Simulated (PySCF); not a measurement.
Isomers of C6H9NS, one GFN2-xTB conformer each. Single-point energies are computed at PBE0/pcSseg-1 (PySCF, gas phase, no added dispersion term), electronic only.

Question: Rank them by PBE0/pcSseg-1 energy, lowest first (kJ/mol).
A. `[CH2:1]=[CH:2][CH2:3][C@@H:4]([SH:5])[CH2:6][C:7]#[N:8]` with C1–C2–C3–C4 -118°, C2–C3–C4–S5 -64°, C3–C4–S5–H -64°, C3–C4–C6–C7 62°
B. `[CH3:1]/[N:2]=[CH:3]/[C@@H:4]1[CH2:5][CH:6]=[CH:7][S:8]1` with N2–C3–C4–C5 -127°, C3–C4–C5–C6 -102°, C4–C5–C6–C7 -11°, C6–C7–S8–C4 7°, C3–C4–S8–C7 108°
C. `[CH3:1][C@@H:2]([SH:3])[C@@H:4]1[CH2:5][C@@H:6]1[C:7]#[N:8]` with C1–C2–S3–H -60°, C1–C2–C4–C5 155°

Answer: C (0.0), B (1.9), A (8.2).

As drawn, the lowest has a three-membered ring, which the highest lacks; the highest has a C=C bond outside aromatic rings, which the lowest lacks. Neighbours under 10 kJ/mol apart (C[C@@H](S)[C@@H]1C[C@@H]1C#N and C/N=C/[C@@H]1CC=CS1; C/N=C/[C@@H]1CC=CS1 and C=CC[C@@H](S)CC#N) can change places with a better method, another conformer or zero-point energy. GFN2-xTB itself gives, in the same order: 36.8, 0.0, 76.8. GFN2-xTB puts C/N=C/[C@@H]1CC=CS1 lowest instead; measured from each level's own lowest isomer, the values differ by up to 68.6 kJ/mol (C=CC[C@@H](S)CC#N: 76.8 against 8.2).

Which frontier levels, dipoles and rotational constants go with these structures?

```tsv
SMILES	HOMO (eV, PBE0/pcSseg-1)	LUMO (eV)	dipole (D)	A, B, C (MHz)
C[C@@H](S)[C@@H]1C[C@@H]1C#N	-7.03	0.24	2.64	2909, 1094, 924.8
C/N=C/[C@@H]1CC=CS1	-6.02	-0.37	2.13	3700, 1033, 897.4
C=CC[C@@H](S)CC#N	-7.33	-0.25	2.90	1978, 1330, 901.6
```
